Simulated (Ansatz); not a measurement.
Geometry optimisation, Ansatz, RKS PBE-D4/cc-pVDZ.

Input:

```yaml
crystal:
  periodic: [false, false, false]
  atoms:
    - { symbol: Al, position_ang: [0.503198, -1.098929, 0.131536] }
    - { symbol: H, position_ang: [2.160768, 0.614618, -1.367424] }
    - { symbol: "N", position_ang: [-0.412488, 0.340753, 0.095806] }
    - { symbol: C, position_ang: [-1.633275, 0.940674, 0.541567] }
    - { symbol: H, position_ang: [1.532178, 0.799214, -1.090901] }
    - { symbol: O, position_ang: [1.893704, -2.065469, -0.288608] }
    - { symbol: H, position_ang: [-1.692889, 1.967617, 0.103536] }
    - { symbol: H, position_ang: [-1.706746, 1.076521, 1.646763] }
    - { symbol: H, position_ang: [-2.560405, 0.416523, 0.209762] }
    - { symbol: H, position_ang: [1.916057, -2.991422, 0.017962] }
basis:
  gaussian: { orbitals: cc-pVDZ }
hamiltonian:
  xc: pbe
  dispersion: d4
relax:
  f_tol: 0.03
  max_steps: 50
```

Command:

```bash
$ ansatz run input.yaml --threads 2 --pin off --max-ram 3072MiB --backend cpu --events-out ev --progress --plain --runs-dir out
```

Problem. Where does it end, and by what steps?

Solution. The run converged. After 10 steps the energy has fallen by 0.170 eV; Al1 moved furthest, 0.39 Å.

```
step  energy less start (eV)  largest force component (eV/Å)  accepted
   0                  0.0000                           2.347       yes
   1                 -0.0764                           0.692       yes
   2                 -0.0703                           0.881        no
   3                 -0.1034                           0.335       yes
   4                 -0.1222                           0.162       yes
   5                 -0.1392                           0.270       yes
   6                 -0.1443                           0.424       yes
   7                 -0.1645                           0.193       yes
   8                 -0.1679                           0.094       yes
   9                 -0.1691                           0.107       yes
  10                 -0.1696                           0.019       yes
```

```xyz
10
Properties=species:S:1:pos:R:3
Al 0.688 -0.821 -0.074
H 2.120 0.261 -1.235
N -0.377 0.510 0.016
C -1.639 0.940 0.545
H 1.503 0.737 -1.072
O 1.934 -2.022 -0.320
H -1.833 1.987 0.206
H -1.684 0.969 1.660
H -2.515 0.342 0.199
H 1.805 -2.905 0.075
```

Run time: 20 s on 2 threads of Arm Neoverse V1 (shared host), peak memory 0.15 GiB.
